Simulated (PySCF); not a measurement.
## Deuteron quadrupole couplings in `CCO[Si@H](O)[SiH2][SiH2]F`

C₂H₁₁FO₂Si₃.
SMILES with atom numbers: `[CH3:1][CH2:2][O:3][Si@H:4]([OH:5])[SiH2:6][SiH2:7][F:8]` (hydrogens: H9, H10, H11 on C1; H12, H13 on C2; H14 on Si4; H15 on O5; H16, H17 on Si6; H18, H19 on Si7)

Structure used (GFN2-xTB), in Å, numbered top down from 1:
```
atom  x, y, z in Å
C1    -3.3856    0.5523    0.5302
C2    -2.4315   -0.4237   -0.1395
O3    -1.1688    0.1702   -0.2719
Si4    0.2376   -0.5166   -0.6695
O5     0.4418   -1.8135    0.3020
Si6    1.7576    1.1415   -0.1973
Si7    3.5549    0.2788    0.9793
F8     3.4961   -1.3228    0.6547
H9    -3.4561    1.4627   -0.0595
H10   -4.3725    0.1061    0.6185
H11   -3.0195    0.8087    1.5210
H12   -2.3418   -1.3403    0.4530
H13   -2.8023   -0.6964   -1.1353
H14    0.1857   -1.0416   -2.0443
H15    1.2801   -2.2600    0.3802
H16    2.2899    1.7242   -1.4452
H17    1.2617    2.3164    0.5409
H18    3.5454    0.2601    2.4414
H19    4.9173    0.6032    0.5642
```

Level: PBE0/pcSseg-1 (PySCF, non-relativistic); Q(2H) = 0.00286 b; rigid geometry, the same for H and D, with no vibrational averaging.

Task: Rank these positions by the coupling χzz of a deuteron there, largest first.
A. H12 (methylene hydrogen)
B. H14 (Si–H hydrogen)
C. H11 (methyl hydrogen)
D. H15 (hydroxyl hydrogen)
E. H19 (Si–H hydrogen)

Result: D (340 kHz), C (212 kHz), A (193 kHz), E (109 kHz), B (102 kHz).

Task: Give the electric field gradient Vzz (the principal value of largest size), its asymmetry and the 2H coupling at each hydrogen.

Result: 
```json
{"atom": "H9", "bonded to": "C1", "bond length (Å)": "1.087", "Vzz (au)": "0.3150", "η": "0.02", "χzz (kHz)": "212"}
{"atom": "H10", "bonded to": "C1", "bond length (Å)": "1.087", "Vzz (au)": "0.3167", "η": "0.03", "χzz (kHz)": "213"}
{"atom": "H11", "bonded to": "C1", "bond length (Å)": "1.087", "Vzz (au)": "0.3152", "η": "0.02", "χzz (kHz)": "212"}
{"atom": "H12", "bonded to": "C2", "bond length (Å)": "1.095", "Vzz (au)": "0.2868", "η": "0.07", "χzz (kHz)": "193"}
{"atom": "H13", "bonded to": "C2", "bond length (Å)": "1.097", "Vzz (au)": "0.2875", "η": "0.07", "χzz (kHz)": "193"}
{"atom": "H14", "bonded to": "Si4", "bond length (Å)": "1.473", "Vzz (au)": "0.1513", "η": "0.02", "χzz (kHz)": "102"}
{"atom": "H15", "bonded to": "O5", "bond length (Å)": "0.953", "Vzz (au)": "0.5066", "η": "0.06", "χzz (kHz)": "340"}
{"atom": "H16", "bonded to": "Si6", "bond length (Å)": "1.476", "Vzz (au)": "0.1570", "η": "0.01", "χzz (kHz)": "106"}
{"atom": "H17", "bonded to": "Si6", "bond length (Å)": "1.474", "Vzz (au)": "0.1594", "η": "0.01", "χzz (kHz)": "107"}
{"atom": "H18", "bonded to": "Si7", "bond length (Å)": "1.462", "Vzz (au)": "0.1609", "η": "0.03", "χzz (kHz)": "108"}
{"atom": "H19", "bonded to": "Si7", "bond length (Å)": "1.461", "Vzz (au)": "0.1622", "η": "0.03", "χzz (kHz)": "109"}
```

Task: Average by the element that carries the hydrogen.

Result: on C: 204 kHz over 5 positions, mean bond length 1.091 Å; on Si: 106 kHz over 5 positions, mean bond length 1.469 Å; on O: 340 kHz over 1 position, mean bond length 0.953 Å.

Isolated species at its GFN2-xTB geometry (one conformer only). GFN2-xTB bond lengths can be off by several hundredths of an ångström, more for odd bonds, and the gradients follow them. These gradients aren't converged with respect to the basis.
